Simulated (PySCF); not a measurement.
## Calculated data, C2H6BGe, CH7GeSi, CH5BClGe, ClGeH3NSi and others

All values are calculated (PySCF 2.14.0). Calculation on a computer-drawn molecule: optimised geometry and harmonic frequencies of an isolated molecule of the commonest isotopes, restricted reference for singlets and unrestricted otherwise, frozen core in MP2; on germanium a core potential holds 10 electrons, which the energies leave out, and 3d is frozen in MP2 and coupled-cluster steps.

Common to all runs: method HF; basis and core potential on germanium cc-pVDZ-PP ECP10MDF.

(1) C2H6BGe

Start structure:
```xyz
10
C2H6BGe
C      0.0447     0.4541    -0.4261
C     -0.6878     1.0545     0.6544
B     -2.0647     1.5156     0.7647
Ge    -3.8001     2.1718     1.1152
H     -0.3841     0.3186    -1.3356
H      0.4399    -0.5245    -0.0986
H      1.0011     1.0613    -0.5701
H     -0.1746     1.1489     1.5707
H     -4.1832     2.7854     2.4598
H     -4.8978     2.2549     0.1105
```

| Quantity | Value |
| --- | --- |
| charge | 1 |
| multiplicity | 1 |
| basis | cc-pVDZ |
| rotational constants | 31.76, 1.458, 1.406 GHz |
| total energy | -396.9602 hartree |
| convergence status largest gradient component | 3.583e-05 hartree/bohr |

Drawn bonds:
```csv
atom,other atom,order
1,2,1
2,3,2
3,4,1
1,5,1
1,6,1
1,7,1
2,8,1
4,9,1
4,10,1
```

Optimised structure:
```xyz
10
C2H6BGe
C      0.0493     0.4580    -0.4233
C     -0.6565     1.0578     0.7535
B     -1.9827     1.5270     0.8605
Ge    -3.7857     2.1988     1.1003
H     -0.5799     0.3906    -1.3073
H      0.4020    -0.5401    -0.1534
H      0.9314     1.0603    -0.6520
H     -0.0651     1.1487     1.6664
H     -4.2311     2.7620     2.4285
H     -4.7882     2.1775    -0.0284
```

Modes:
```csv
frequency (cm⁻¹),reduced mass (dalton)
100.8,3.082
112.6,2.528
214.8,1.239
325.6,1.256
338.7,2.44
476.2,2.734
612.3,2.048
660,1.097
845.7,1.151
925.2,1.026
997.2,1.511
1104,2.468
1114,1.57
1288,1.422
1492,1.2
1534,1.635
1569,1.044
1629,1.882
2335,1.015
2352,1.027
3187,1.037
3260,1.101
3274,1.084
3312,1.105
```

(2) CH7GeSi

Start structure:
```xyz
10
CH7GeSi
C     -1.7094     1.3838     0.4900
Si    -0.4738     1.9548    -0.7681
Ge     1.1327     0.6225    -1.7729
H     -1.6570     0.2793     0.7220
H     -2.7771     1.5332     0.1219
H     -1.6846     1.9406     1.3854
H     -0.6709     3.3933    -1.1360
H      1.5855    -0.4854    -0.8449
H      0.5551    -0.0802    -3.0214
H      2.3446     1.4589    -2.1638
```

| Property | Result |
| --- | --- |
| charge | 1 |
| multiplicity | 1 |
| basis | cc-pV(D+d)Z |
| rotational constants | 18.33, 1.898, 1.778 GHz |
| total energy | -623.9831 hartree |
| convergence status largest gradient component | 4.133e-06 hartree/bohr |

Drawn bonds:
```csv
atom,other atom,order
1,2,1
2,3,1
1,4,1
1,5,1
1,6,1
2,7,1
3,8,1
3,9,1
3,10,1
```

Optimised structure:
```xyz
10
CH7GeSi
C     -1.6878     1.3994     0.5656
Si    -0.6106     1.8543    -0.8552
Ge     1.2028     0.5329    -1.8401
H     -1.4561     0.4214     0.9849
H     -2.7334     1.4224     0.2356
H     -1.5888     2.1677     1.3419
H     -0.9248     3.1767    -1.4218
H      1.2590    -0.7480    -1.0303
H      0.7647     0.3460    -3.2825
H      2.4203     1.4280    -1.6858
```

Modes:
```csv
frequency (cm⁻¹),reduced mass (dalton)
27.2,1.155
57.37,1.086
144.8,3.228
303,6.6
402.3,1.045
519.4,1.108
541.6,1.105
697.4,1.414
755.4,1.332
799.8,2.363
849.5,1.059
942,1.023
944,1.022
991.2,1.238
1384,1.211
1511,1.051
1521,1.053
2287,1.012
2291,1.025
2305,1.023
2379,1.043
3152,1.038
3226,1.097
3301,1.102
```

(3) CH5BClGe

Start structure:
```xyz
9
CH5BClGe
Cl    -2.6830     0.8553     0.1166
B     -1.1489     0.6213    -0.0196
C      0.1987     0.3407    -0.2970
Ge     0.5050    -0.1790    -2.2770
H      0.6705    -0.4106     0.3264
H      0.8651     1.2128    -0.2630
H      0.0627     0.9040    -3.1551
H      2.0066    -0.4122    -2.3378
H     -0.2952    -1.4537    -2.4933
```

| Quantity | Value |
| --- | --- |
| charge | 1 |
| multiplicity | 1 |
| basis | cc-pV(D+d)Z |
| rotational constants | 13.38, 1.046, 0.9886 GHz |
| total energy | -818.1070 hartree |
| convergence status largest gradient component | 3.291e-05 hartree/bohr |

Drawn bonds:
```csv
atom,other atom,order
1,2,1
2,3,1
3,4,1
3,5,1
3,6,1
4,7,1
4,8,1
4,9,1
```

Optimised structure:
```xyz
9
CH5BClGe
Cl    -2.7512     0.8961     0.2426
B     -1.1691     0.6234    -0.0418
C      0.2395     0.3643    -0.3517
Ge     0.5554    -0.2274    -2.3139
H      0.6199    -0.4408     0.2871
H      0.8299     1.2742    -0.1960
H      0.0675     0.9268    -3.1727
H      2.0535    -0.4446    -2.3553
H     -0.2638    -1.4935    -2.4980
```

Modes:
```csv
frequency (cm⁻¹),reduced mass (dalton)
79.31,10.08
81.59,1.116
307.5,2.262
365.9,11.14
510.8,1.121
525.1,2.001
619.8,1.82
732.1,3.056
775.5,1.563
903.3,1.039
948.9,1.025
951.8,1.022
1022,1.112
1041,1.34
1413,1.474
1530,3.004
2295,1.015
2295,1.023
2317,1.022
3180,1.057
3250,1.103
```

(4) ClGeH3NSi

Start structure:
```xyz
7
ClGeH3NSi
Cl    -1.2919     1.8619     2.7595
Si    -0.7430     1.7983     0.8474
N     -0.0488     0.5898    -0.0241
Ge     0.8163    -1.0006    -0.3394
H     -1.2492     3.0105     0.2141
H     -0.0734    -1.4692    -1.5690
H      2.0338    -0.4125    -1.1417
```

| Item | Value |
| --- | --- |
| charge | 0 |
| multiplicity | 2 |
| basis | cc-pV(D+d)Z |
| rotational constants | 8.826, 0.9372, 0.8564 GHz |
| total energy | -1098.0137 hartree |
| spin squared | 0.7557 |
| convergence status largest gradient component | 1.255e-05 hartree/bohr |

Drawn bonds:
```csv
atom,other atom,order
1,2,1
2,3,1
3,4,2
2,5,1
4,6,1
4,7,1
```

Optimised structure:
```xyz
7
ClGeH3NSi
Cl    -1.1399     1.6428     2.7378
Si    -0.7900     1.8185     0.7337
N     -0.0973     0.8053    -0.2099
Ge     0.7250    -0.8036    -0.4280
H     -1.3234     3.1124     0.3193
H     -0.0810    -1.6360    -1.4443
H      2.1504    -0.5611    -0.9617
```

Modes:
```csv
frequency (cm⁻¹),reduced mass (dalton)
57.37,1.056
59.79,19.28
186.3,4.082
312.4,12.52
454.7,15.55
585.6,1.283
616.3,11.41
703.9,1.113
762,1.084
919.2,1.031
935.3,1.088
1413,14.03
2149,1.016
2161,1.026
2428,1.045
```

(5) CH5BGeN

Start structure:
```xyz
9
CH5BGeN
N     -1.2540    -0.4471     1.2230
B     -0.1084     0.2007     1.0671
C      1.1595     0.8443     0.8687
Ge     2.4631     0.5735    -0.4337
H     -1.3032    -1.2200     1.8892
H     -2.1420    -0.1979     0.8184
H      1.3797     1.7581     1.4426
H      2.4277    -0.5825    -1.4757
H      3.6968     1.4271    -0.5402
```

| Item | Value |
| --- | --- |
| charge | 1 |
| multiplicity | 1 |
| basis | cc-pVDZ |
| rotational constants | 23.77, 1.851, 1.734 GHz |
| total energy | -413.0650 hartree |
| convergence status largest gradient component | 2.651e-05 hartree/bohr |

Drawn bonds:
```csv
atom,other atom,order
1,2,1
2,3,2
3,4,1
1,5,1
1,6,1
3,7,1
4,8,1
4,9,1
```

Optimised structure:
```xyz
9
CH5BGeN
N     -1.1609    -0.4741     1.1796
B     -0.0357     0.2375     1.0465
C      1.1767     0.9813     0.8812
Ge     2.3879     0.5533    -0.3936
H     -1.2361    -1.2618     1.7986
H     -2.0160    -0.2320     0.7110
H      1.3853     1.8248     1.5307
H      2.1526    -0.6121    -1.3289
H      3.6654     1.3393    -0.5658
```

Modes:
```csv
frequency (cm⁻¹),reduced mass (dalton)
122.4,4.32
223.1,1.285
377.5,1.189
420.1,1.922
462.5,2.993
564.1,1.415
607.5,1.362
678.3,1.119
770.7,1.095
811.5,4.083
939.9,1.039
982.7,1.544
1003,1.825
1230,1.922
1654,1.192
1842,6.283
2329,1.016
2349,1.025
3341,1.088
3753,1.051
3854,1.098
```
